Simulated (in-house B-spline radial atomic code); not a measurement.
Configurations of the erbium ion Er⁵⁺, with energies counted from [Kr] 4d10 4f10 5s2 5p5. Method: scalar-relativistic (X2C) LC-wPBE, spin-polarised, spherical fractional occupations, exact exchange averaged over the configuration, Fermi nucleus of rms radius 5.2516 fm. Calculated with a radial B-spline atomic code at the basis-set limit. Shells without spins written out take the highest spin.

Occupations are held fixed; configurations that lie above the ionisation limit could autoionise.

| configuration | E - E(ref) (eV) | highest orbital | its <r> (bohr) |
| --- | --- | --- | --- |
| [Kr] 4d10 4f11 5s2 5p4 | 16.095 | 4f down | 0.7397 |
| [Kr] 4d10 4f10 5s2 5p4 5d1 | 32.452 | 5d up | 1.709 |
| [Kr] 4d10 4f10 5s2 5p4 6s1 | 42.296 | 6s up | 2.486 |
| [Kr] 4d10 4f9 5s2 5p5 6d1 | 50.973 | 6d up | 3.546 |
| [Kr] 4d9 4f10 5s2 5p6 | 151.92 | 4f down | 0.6992 |
| [Kr] 4d9 4f10 5s2 5p5 5f1 | 216.03 | 5f up | 2.784 |

(1) Order these further configurations by energy, lowest first.
A. [Kr] 4d10 4f9 5s2 5p5 6p1
B. [Kr] 4d9 4f10 5s2 5p5 6f1
C. [Kr] 4d10 4f9 5s2 5p5 5d1
D. [Kr] 4d10 4f9 5s2 5p5 6f1
E. [Kr] 4d9 4f10 5s2 5p5 6p1

(2) How far above the reference does [Kr] 4d10 4f10 5s2 5p4 6f1 lie?

Results:

(1) C (20.936 eV), A (39.84 eV), D (61.973 eV), E (205.31 eV), B (227.47 eV).

(2) 72.848 eV; its least bound orbital is 6f up with <r> = 5.048 bohr.
